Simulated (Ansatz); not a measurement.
FGeH$_{6}$NSi (`F[SiH2][NH][GeH3]`). The species carries charge 0 and has multiplicity 1. Correlated methods include outer-core shells of Ge, which these sets cover unevenly. Scalar relativity is left out up to krypton.

```tsv
atom	x (Å)	y (Å)	z (Å)
F1	0.538	-1.510	1.998
Si2	0.903	-1.192	0.468
N3	-0.353	-0.427	-0.380
Ge4	-0.752	1.375	-0.409
H5	2.068	-0.282	0.512
H6	1.197	-2.503	-0.156
H7	-1.064	-1.021	-0.781
H8	0.453	2.085	0.220
H9	-2.032	1.658	0.396
H10	-0.958	1.817	-1.867
```

Problem. Give the diagnostics of a CCSD(T)/def2-TZVPP run (frozen core, Ansatz 0.2.0). (An estimate is asked.)

Solution. Computed: T1 = 0.0115, largest single amplitude 0.015, largest double 0.019, (T) share of the correlation energy 3.2 %, 9 CCSD cycles. The RHF solution is stable towards an unrestricted one. T1 lies under the customary mark of 0.02 for closed shells.
